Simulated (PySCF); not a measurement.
chromium atom (Cr), septet; PySCF with HF/def2-SVP.

The PySCF input:
```python
from pyscf import gto, scf

mol = gto.M(
    atom='''
Cr    0.00000000    0.00000000    0.00000000
''',
    basis='def2-svp',
    spin=6,
    verbose=4,
)

mf = scf.UHF(mol)
mf.kernel()
mf.analyze()
```

The log (banner, timings and long lists left out):

```
PySCF version 2.14.0

[INPUT] verbose = 4
[INPUT] num. atoms = 1
[INPUT] num. electrons = 24
[INPUT] charge = 0
[INPUT] spin (= nelec alpha-beta = 2S) = 6
[INPUT] symmetry False subgroup None
[INPUT] Mole.unit = angstrom
[INPUT] Symbol           X                Y                Z      unit          X                Y                Z       unit  Magmom
[INPUT]  1 Cr     0.000000000000   0.000000000000   0.000000000000 AA    0.000000000000   0.000000000000   0.000000000000 Bohr   0.0

nuclear repulsion = 0
number of shells = 11
number of NR pGTOs = 73
number of NR cGTOs = 31
basis = def2-svp
ecp = {}

******** <class 'pyscf.scf.uhf.UHF'> ********
method = UHF
initial guess = minao
damping factor = 0
level_shift factor = 0
DIIS = <class 'pyscf.scf.diis.CDIIS'>
diis_start_cycle = 1
diis_space = 8
diis_damp = 0
SCF conv_tol = 1e-09
SCF conv_tol_grad = None
SCF max_cycles = 50
direct_scf = True
direct_scf_tol = 1e-13
number electrons alpha = 15  beta = 9
Set gradient conv threshold to 3.16228e-05
init E= -1042.03418259527

cycle= 1 E= -1043.18340246901  delta_E= -1.15  |g|= 0.163  |ddm|= 1.65
cycle= 2 E= -1043.19520973884  delta_E= -0.0118  |g|= 0.0518  |ddm|= 0.399
cycle= 3 E= -1043.19689328345  delta_E= -0.00168  |g|= 0.00918  |ddm|= 0.0617
cycle= 4 E= -1043.19705094279  delta_E= -0.000158  |g|= 0.00223  |ddm|= 0.0769
cycle= 5 E= -1043.19707179294  delta_E= -2.09e-05  |g|= 0.000194  |ddm|= 0.0379
cycle= 6 E= -1043.19707196852  delta_E= -1.76e-07  |g|= 2.87e-05  |ddm|= 0.00352
cycle= 7 E= -1043.19707197031  delta_E= -1.78e-09  |g|= 3.99e-07  |ddm|= 0.000358
cycle= 8 E= -1043.19707197031  delta_E= -2.27e-13  |g|= 2.43e-08  |ddm|= 2.33e-06
Extra cycle  E= -1043.19707197031  delta_E= 2.27e-13  |g|= 5.79e-09  |ddm|= 4.33e-08
converged SCF energy = -1043.19707197031  <S^2> = 12.000015  2S+1 = 7.0000044
**** SCF Summaries ****
Total Energy =                       -1043.197071970306752
Nuclear Repulsion Energy =               0.000000000000000
One-electron Energy =                -1439.597756902451010
Two-electron Energy =                  396.400684932144145
Two-electron Coulomb Energy =          444.175174255406091
DFT Exchange-Correlation Energy =      -47.774489323261946
**** MO energy ****
                             alpha | beta                alpha | beta
MO #1   energy= -220.367848387669  | -220.36480104715   occ= 1 | 1
MO #2   energy= -26.2487037582812  | -26.1462540016947  occ= 1 | 1
MO #3   energy= -22.1843996343984  | -22.0848498405526  occ= 1 | 1
MO #4   energy= -22.1843996343984  | -22.0848498405526  occ= 1 | 1
MO #5   energy= -22.1843996343983  | -22.0848498405526  occ= 1 | 1
MO #6   energy= -3.45059223999189  | -3.10132026463145  occ= 1 | 1
MO #7   energy= -2.2545352486355   | -1.83128397130721  occ= 1 | 1
MO #8   energy= -2.25453524863549  | -1.8312839713072   occ= 1 | 1
MO #9   energy= -2.25453524863548  | -1.83128397130719  occ= 1 | 1
MO #10  energy= -0.366885299835534 | 0.0260550233330518 occ= 1 | 0
MO #11  energy= -0.366885299835527 | 0.207175217516551  occ= 1 | 0
MO #12  energy= -0.366885299835524 | 0.267071156294533  occ= 1 | 0
MO #13  energy= -0.366885299835523 | 0.267071156294535  occ= 1 | 0
MO #14  energy= -0.36688529983552  | 0.267071156294539  occ= 1 | 0
MO #15  energy= -0.217235070757181 | 0.392591745735871  occ= 1 | 0
MO #16  energy= 0.120559283445516  | 0.392591745735875  occ= 0 | 0
MO #17  energy= 0.158234264732446  | 0.392591745735878  occ= 0 | 0
MO #18  energy= 0.15823426473245   | 0.39259174573588   occ= 0 | 0
MO #19  energy= 0.15823426473246   | 0.392591745735882  occ= 0 | 0
MO #20  energy= 0.770120093135889  | 1.01841160511721   occ= 0 | 0
MO #21  energy= 0.77012009313589   | 1.01841160511721   occ= 0 | 0
MO #22  energy= 0.770120093135894  | 1.01841160511722   occ= 0 | 0
MO #23  energy= 0.770120093135899  | 1.01841160511722   occ= 0 | 0

To work with the spin densities directly, `use mulliken_meta_spin()` only printing them here.

 ** Mulliken spin pop alpha/beta on meta-lowdin orthogonal AOs **
 ** Mulliken Spin Density (per AO)  **
spin_pop of  0 Cr 1s        0.00000
spin_pop of  0 Cr 2s        0.00000
spin_pop of  0 Cr 3s        0.00001
spin_pop of  0 Cr 4s        0.99433
spin_pop of  0 Cr 5s        0.00566
spin_pop of  0 Cr 2px      -0.00000
spin_pop of  0 Cr 2py      -0.00000
spin_pop of  0 Cr 2pz      -0.00000
spin_pop of  0 Cr 3px      -0.00003
spin_pop of  0 Cr 3py      -0.00003
spin_pop of  0 Cr 3pz      -0.00003
spin_pop of  0 Cr 4px       0.00003
spin_pop of  0 Cr 4py       0.00003
spin_pop of  0 Cr 4pz       0.00003
spin_pop of  0 Cr 3dxy      0.99996
spin_pop of  0 Cr 3dyz      0.99996
spin_pop of  0 Cr 3dz^2     0.99996
spin_pop of  0 Cr 3dxz      0.99996
spin_pop of  0 Cr 3dx2-y2    0.99996
spin_pop of  0 Cr 4dxy      0.00004
spin_pop of  0 Cr 4dyz      0.00004
spin_pop of  0 Cr 4dz^2     0.00004
spin_pop of  0 Cr 4dxz      0.00004
spin_pop of  0 Cr 4dx2-y2    0.00004
spin_pop of  0 Cr 4f-3      0.00000
spin_pop of  0 Cr 4f-2     -0.00000
spin_pop of  0 Cr 4f-1     -0.00000
spin_pop of  0 Cr 4f+0     -0.00000
spin_pop of  0 Cr 4f+1     -0.00000
spin_pop of  0 Cr 4f+2      0.00000
spin_pop of  0 Cr 4f+3     -0.00000
 ** Mulliken Spin Density (per atom)  **
spin density of  0 Cr =      6.00000
 ** Mulliken pop alpha/beta on meta-lowdin orthogonal AOs **
 ** Mulliken pop       alpha | beta **
pop of  0 Cr 1s        1.00000 | 1.00000
pop of  0 Cr 2s        1.00000 | 1.00000
pop of  0 Cr 3s        0.99997 | 0.99996
pop of  0 Cr 4s        0.99435 | 0.00002
pop of  0 Cr 5s        0.00568 | 0.00003
pop of  0 Cr 2px       1.00000 | 1.00000
pop of  0 Cr 2py       1.00000 | 1.00000
pop of  0 Cr 2pz       1.00000 | 1.00000
pop of  0 Cr 3px       0.99993 | 0.99996
pop of  0 Cr 3py       0.99993 | 0.99996
pop of  0 Cr 3pz       0.99993 | 0.99996
pop of  0 Cr 4px       0.00007 | 0.00004
pop of  0 Cr 4py       0.00007 | 0.00004
pop of  0 Cr 4pz       0.00007 | 0.00004
pop of  0 Cr 3dxy      0.99996 | 0.00000
pop of  0 Cr 3dyz      0.99996 | 0.00000
pop of  0 Cr 3dz^2     0.99996 | 0.00000
pop of  0 Cr 3dxz      0.99996 | 0.00000
pop of  0 Cr 3dx2-y2    0.99996 | 0.00000
pop of  0 Cr 4dxy      0.00004 | 0.00000
pop of  0 Cr 4dyz      0.00004 | 0.00000
pop of  0 Cr 4dz^2     0.00004 | 0.00000
pop of  0 Cr 4dxz      0.00004 | 0.00000
pop of  0 Cr 4dx2-y2    0.00004 | 0.00000
pop of  0 Cr 4f-3      0.00000 | 0.00000
pop of  0 Cr 4f-2      0.00000 | 0.00000
pop of  0 Cr 4f-1      0.00000 | 0.00000
pop of  0 Cr 4f+0      0.00000 | 0.00000
pop of  0 Cr 4f+1      0.00000 | 0.00000
pop of  0 Cr 4f+2      0.00000 | 0.00000
pop of  0 Cr 4f+3      0.00000 | 0.00000
In total            15.00000 | 9.00000
 ** Mulliken atomic charges   ( Nelec_alpha | Nelec_beta ) **
charge of  0Cr =      0.00000  (    15.00000      9.00000 )
Dipole moment(X, Y, Z, Debye):  0.00000,  0.00000,  0.00000
```
